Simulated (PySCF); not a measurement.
Iron: a sound run and one with changed settings

Sound run: Fe [Ar] 3d6 4s2, Fe⁺ [Ar] 3d6 4s1. Calculation: PySCF 2.14, in cc-pVTZ-DK (7s6p4d2f1g, 68 functions); the spin-free X2C one-electron Hamiltonian (Gaussian nucleus). In the sound run the correlated levels freeze [Ar]. The sound run starts from symmetry-adapted Hartree-Fock orbitals and uses a fine grid where one is needed.

Changed run: the non-relativistic Hamiltonian (point nucleus). This setting is unsound on purpose.

| species | method | sound run (hartree) | changed run (hartree) | converged |
| --- | --- | --- | --- | --- |
| Fe | UHF | -1271.34727 | -1258.26113 | yes |
| Fe | M06-L | -1272.54692 | -1259.46023 | no |
| Fe | MP2 | -1271.52964 | -1258.44082 | yes |
| Fe⁺ | UHF | -1271.11093 | -1258.02843 | yes |
| Fe⁺ | M06-L | -1272.24968 | -1259.16737 | yes |
| Fe⁺ | MP2 | -1271.25600 | -1258.17174 | yes |

Ionisation energy of Fe:

```json
{"method": "UHF", "sound run (eV)": "6.431", "changed run (eV)": "6.332"}
{"method": "r2SCAN", "sound run (eV)": "n/a", "changed run (eV)": "7.435"}
{"method": "MP2", "sound run (eV)": "7.446", "changed run (eV)": "7.322"}
{"method": "SCS-MP2", "sound run (eV)": "7.621", "changed run (eV)": "7.496"}
```

Most of the change in total energy is the relativistic energy itself. On top of that the contraction fixes the core shape for the Hamiltonian it was made with, so the changed run is not a good calculation with the other Hamiltonian either.

For comparison, NIST gives 7.902 eV between the lowest levels.
